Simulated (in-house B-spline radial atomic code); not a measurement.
The numbers below are computed, except where a source is named.
the indium ion In²⁺ at several levels of theory

Ground configuration [Kr] 4d10 5s1. All numbers come from an all-electron radial atomic-structure program (B-spline basis), all electrons, at the radial basis limit. Mean-field, RPA, GW and linear-response runs are scalar-relativistic (one-electron X2C), no spin-orbit coupling, without Breit or QED terms, open shells spin-polarised at highest spin; the many-body runs on Dirac-Hartree-Fock orbitals are four-component, and their energies hold both.

RPA overbinds a lone outer s electron by self-correlation, and G0W0 tends to as well.

**Ionisation energy.** The reference is 28.044 eV (NIST, measured).

```
                                             method  value (eV)  minus reference (eV)
                   minus the highest LDA VWN5 level       24.53                 -3.51
             LDA VWN5, difference of total energies       28.97                 +0.92
                        minus the highest PBE level       24.14                 -3.91
                  PBE, difference of total energies       28.56                 +0.52
                                        G0W0 on PBE       28.76                 +0.72
                        exact exchange + RPA on PBE       28.63                 +0.59
                exact exchange + RPA + SOSEX on PBE       27.90                 -0.15
                     minus the highest r2SCAN level       24.36                 -3.69
               r2SCAN, difference of total energies       28.22                 +0.18
                       minus the highest PBE0 level       24.97                 -3.07
                 PBE0, difference of total energies       28.21                 +0.16
                                       G0W0 on PBE0       28.63                 +0.59
            minus the highest B3LYP (VWN-RPA) level       25.00                 -3.04
      B3LYP (VWN-RPA), difference of total energies       28.60                 +0.55
                  minus the highest CAM-B3LYP level       26.47                 -1.58
                    minus the highest LC-wPBE level       27.52                 -0.52
               minus the highest Hartree-Fock level       26.78                 -1.27
         Hartree-Fock, difference of total energies       26.63                 -1.42
                               G0W0 on Hartree-Fock       28.29                 +0.25
                  MP2, difference of total energies       28.28                 +0.23
Brueckner orbital with screened correlation (5s1/2)       27.99                 -0.05
```

Problem. Which methods come closest, and which lies farthest off?

Solution. Closest: Brueckner orbital with screened correlation (5s1/2) (-0.05 eV) and exact exchange + RPA + SOSEX on PBE (-0.15 eV). Farthest: minus the highest PBE level (-3.91 eV). The PBE level misses by -3.9 eV while the PBE energy difference misses by +0.52 eV: the semilocal potential lacks the −1/r tail and the energy is convex in the electron number, but total energies at whole numbers are far better.

Run times on one thread of shared hosts: mean field, RPA, SOSEX and G0W0 on PBE, for the atom and its ion, 8.6 s (Arm Neoverse V2); Brueckner orbitals with all properties, 150 s (Intel Xeon 6975P-C).
